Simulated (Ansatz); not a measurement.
Ansatz (a first-principles code) input (CCSD(T)/aug-cc-pVTZ):

Ansatz 0.2 input:
```yaml
crystal:
  periodic: [false, false, false]
  atoms:
    - {symbol: F, position_ang: [-1.68110003, -0.99963185, 0.12450610]}
    - {symbol: C, position_ang: [-1.15174752, 0.25663123, -0.06247673]}
    - {symbol: C, position_ang: [0.36464061, 0.18292887, -0.02168558]}
    - {symbol: F, position_ang: [0.85379312, -0.61150208, -0.98478175]}
    - {symbol: F, position_ang: [0.81253530, -0.27546534, 1.15611324]}
    - {symbol: F, position_ang: [0.86765943, 1.42059343, -0.20625666]}
    - {symbol: H, position_ang: [-1.49374149, 0.91735354, 0.73499209]}
    - {symbol: H, position_ang: [-1.45960741, 0.63933836, -1.03624667]}
basis:
  gaussian:
    orbitals: aug-cc-pVTZ
total_charge: 1
magnetization: {spin_polarized: true, initial_magnetization: 1}
correlation: {method: ccsd_t, electrons: outside_noble_gas}
```

End of the output:

```
integrals: 5.64 GiB planned
1968 factors; integrals over basis functions are off by at most 9.5e-4 eV
1.93 GiB of device memory are held for the factors and their scratch space
mean field: 2.14 GiB planned
mean field evaluation 1: about -12901.2559 eV, gradient 4.2e1 eV
mean field evaluation 2: about -12901.2558 eV, gradient 4.2e1 eV
mean field evaluation 4: about -12907.1472 eV, gradient 3.9e0 eV
mean field evaluation 8: about -12907.5256 eV, gradient 2.3e0 eV
mean field evaluation 16: about -12908.0543 eV, gradient 6.6e-3 eV
mean field evaluation 32: about -12907.0032 eV, gradient 3.7e0 eV
mean field evaluation 64: about -12908.0493 eV, gradient 5.9e-2 eV
mean field evaluation 96: about -12907.6308 eV, gradient 6.2e0 eV
mean field evaluation 128: about -12907.3343 eV, gradient 2.4e0 eV
mean field evaluation 160: about -12907.5048 eV, gradient 5.0e-1 eV
mean field evaluation 192: about -12905.2586 eV, gradient 3.6e-1 eV
mean field evaluation 224: about -12906.0435 eV, gradient 2.7e-1 eV
mean field evaluation 256: about -12906.8957 eV, gradient 3.0e-1 eV
mean field evaluation 288: about -12906.9065 eV, gradient 4.3e-1 eV
mean field evaluation 320: about -12906.7287 eV, gradient 3.9e0 eV
mean field evaluation 352: about -12901.7401 eV, gradient 1.9e1 eV
mean field -12908.05425498 eV, -474.3622444771 hartree, gradient 1.4e-6 eV, S^2 0.761147; 10 other end points of the search recorded, 0 dependent functions left out
determinant -12908.05425498 eV, -474.3622444771 hartree, with singles and doubles -12944.29855947 eV, -475.6941980999 hartree
determinant -12907.96931641 eV, -474.3591230422 hartree, with singles and doubles -12944.51847340 eV, -475.7022797878 hartree
determinant -12906.04414149 eV, -474.2883741690 hartree, with singles and doubles -12942.78229462 eV, -475.6384763945 hartree
determinant -12905.25523322 eV, -474.2593823246 hartree, with singles and doubles -12942.82607032 eV, -475.6400851217 hartree
determinant -12908.05425498 eV, -474.3622444771 hartree, with singles and doubles -12944.27674948 eV, -475.6933965975 hartree
determinant -12907.96931641 eV, -474.3591230422 hartree, with singles and doubles -12944.58006581 eV, -475.7045432671 hartree
6 core orbitals not correlated
reference -12907.96931641 eV, -474.3591230422 hartree; 19, 18 occupied and 297, 298 virtual orbitals, 1968 factors
second order -35.39866986 eV of doubles, -0.00000000 eV of singles
coupled cluster: 53.31 GiB planned
cycle   1  -36.61075347 eV  change   -4.1e-6 eV  update   4.1e-6
perturbative correction -1.46028337 eV, -0.0536644241 hartree
Total energy: -12946.04035325 eV, -475.7582078407 hartree
```

This state (charge 1, doublet) is run at the relaxed geometry of the species with charge 0 and multiplicity 1.
